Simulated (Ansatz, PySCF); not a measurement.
C2H7ClOSi2, SMILES C=C([SiH3])[Si@H](O)Cl.

The structure is a stationary point at PBE0-D3(BJ)/def2-SVP. The structure was generated by enumeration; whether it is a known compound was not checked. Other conformers were not sampled.

Vertical ionisation energy (IE) and electron affinity (EA) in eV. Rows of orbital energies are one-electron estimates. Where ΔSCF, EOM or ADC give a negative EA the extra electron is unbound and the value depends on the basis.

```
level                                                                        IE     EA
------------------------------------------------------------------------  -----  -----
−ε(HOMO), −ε(LUMO), ωB97X/def2-TZVP (PySCF)                               10.70  -0.90
−ε(HOMO), −ε(LUMO), PBE/def2-TZVP (PySCF)                                  7.06   2.24
ΔSCF, CAM-B3LYP/def2-SVPD (Ansatz), final states of multiplicity 2 and 2  10.38  -0.43
ΔSCF, PBE/def2-SVPD (Ansatz), final states of multiplicity 2 and 2            …      …
```

### Question
What belongs in the gaps? (The exact figures need the calculation; the answer reports its results.)

### Answer

- ΔSCF, PBE/def2-SVPD (Ansatz, a program for electronic structure), final states of multiplicity 2 and 2, IE: 9.73
- ΔSCF, PBE/def2-SVPD (Ansatz), final states of multiplicity 2 and 2, EA: -0.27

### Question
What vertical singlet–triplet gap does ΔSCF give with CAM-B3LYP/def2-SVPD (Ansatz) and with PBE/def2-SVPD (Ansatz)? (An estimate is asked for; the answer gives what the named calculation found.)

### Answer
4.07 and 4.10 eV (triplet above singlet where positive).
